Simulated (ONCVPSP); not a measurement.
# mercury, ONCV: configuration errors across variants

```
Element                 : mercury
Generator               : ONCVPSP 4.0.1
Type                    : optimised norm-conserving Vanderbilt (ONCV)
Functional              : PW91
Relativity              : fully relativistic
Frozen core             : [Kr] 4d10 4f14
Valence charge          : 20
Reference configuration : 5s2 5p6 5d10 6s2
Partial waves           : 5s+6s: rc 1.75 bohr, ncon 4, nbas 8, qcut 5.6 1/bohr, 2 projectors; 5p: rc 1.50 bohr, ncon 4, nbas 8, qcut 11.1 1/bohr, 2 projectors, debl 2.2 Ha; 5d: rc 2.10 bohr, ncon 3, nbas 8, qcut 7.8 1/bohr, 2 projectors, debl 2.1 Ha; f scattering state at 0.06 Ha: rc 2.05 bohr, ncon 4, nbas 7, qcut 5.3 1/bohr, 2 projectors, debl 2.4 Ha
Local potential         : polynomial inside 1.35 bohr (lpopt 5, dvloc0 0 Ha)
Core correction         : none
```

Open shells are filled in proportion to 2j + 1.

In the p channel the program set the typed energies aside and used -2.266, 0.250 Ha (j = l + 1/2; the other j can differ).

All-electron excitation energies from the reference (eV): (1) 5s2 5p6 5d10 6s1 10.784; (2) 5s2 5p6 5d10 6s0 29.865; (3) 5s2 5p6 5d9 6s0 65.477; (4) 5s2 5p6 5d9 6s2 15.600.

A true bound ghost makes a file unfit for plane-wave use even where its test errors are small: the radial tests pick states by their node count and pass the ghost by.

Errors AE − PS in meV (a dash: test not solved or not reliable):

```tsv
change	(1)	(2)	(3)	(4)	bound ghosts	GHOST(+) flags above zero
base	-1.3	-8.7	-7.6	+3.5	none	f7/2, p1/2, f5/2
all radii scaled by about 0.79 (s 1.38, p 1.18, d 1.66, f 1.62 bohr); local potential polynomial inside 1.06 bohr (lpopt 5, dvloc0 0 Ha)	-0.8	-3.3	-1.4	-2.8	none	s, f7/2
all radii scaled by about 0.84 (s 1.46, p 1.26, d 1.76, f 1.72 bohr); local potential polynomial inside 1.14 bohr (lpopt 5, dvloc0 0 Ha)	-0.6	-4.4	-3.1	-0.9	none	s, f7/2, f5/2
all radii scaled by about 0.92 (s 1.60, p 1.38, d 1.92, f 1.88 bohr); local potential polynomial inside 1.24 bohr (lpopt 5, dvloc0 0 Ha)	-1.1	-6.9	-4.9	+1.1	f5/2	s, f7/2, d3/2
all radii scaled by about 0.96 (s 1.68, p 1.44, d 2.02, f 1.96 bohr); local potential polynomial inside 1.30 bohr (lpopt 5, dvloc0 0 Ha)	-1.2	-8.0	-5.9	+2.4	none	s, d5/2, f5/2
all radii scaled by about 1.09 (s 1.90, p 1.64, d 2.28, f 2.22 bohr); local potential polynomial inside 1.46 bohr (lpopt 5, dvloc0 0 Ha)	-1.3	-9.4	-8.6	+8.3	none	f5/2
all radii scaled by about 1.19 (s 2.10, p 1.80, d 2.50, f 2.44 bohr); local potential polynomial inside 1.62 bohr (lpopt 5, dvloc0 0 Ha)	-0.9	-9.3	-8.4	+19	f7/2	f5/2
all radii scaled by about 1.26 (s 2.20, p 1.88, d 2.64, f 2.58 bohr); local potential polynomial inside 1.70 bohr (lpopt 5, dvloc0 0 Ha)	-1.2	-13	-10	+28	none	none
all radii scaled by about 1.31 (s 2.30, p 1.96, d 2.74, f 2.68 bohr); local potential polynomial inside 1.76 bohr (lpopt 5, dvloc0 0 Ha)	-1.2	-14	-12	+36	p1/2	none
```

(1) Give the same row for: all radii scaled by about 1.12 (s 1.98, p 1.68, d 2.36, f 2.30 bohr); local potential polynomial inside 1.52 bohr (lpopt 5, dvloc0 0 Ha).

Answers

(1) -1.4, -10, -9.9, +11; bound ghosts: none; GHOST(+) flags above zero: d5/2, f5/2.
